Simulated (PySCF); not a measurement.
# How methods differ on the excitation energy of Ru

Ru [Kr] 4d7 5s1 (5F) → Ru [Kr] 4d8 (3F), as a difference of total energies. Calculation: PySCF 2.14, in x2c-TZVPPall; scalar relativity by spin-free X2C-1e. Correlated levels: valence and next inner shell: [Ar] 3d10 frozen. The calculations carry no spin-orbit coupling.

```json
{"method": "UHF", "excitation energy (eV)": "2.263"}
{"method": "MP2 (valence and next inner shell)", "excitation energy (eV)": "1.105"}
{"method": "SCS-MP2 (valence and next inner shell)", "excitation energy (eV)": "0.998"}
{"method": "CCSD (valence and next inner shell)", "excitation energy (eV)": "1.446"}
{"method": "CCSD(T) (valence and next inner shell)", "excitation energy (eV)": "1.339"}
```

Question: How much does correlation contribute at CCSD(T) (valence and next inner shell)?

Answer: 1.339 − (2.263) = -0.924 eV, measured against UHF.
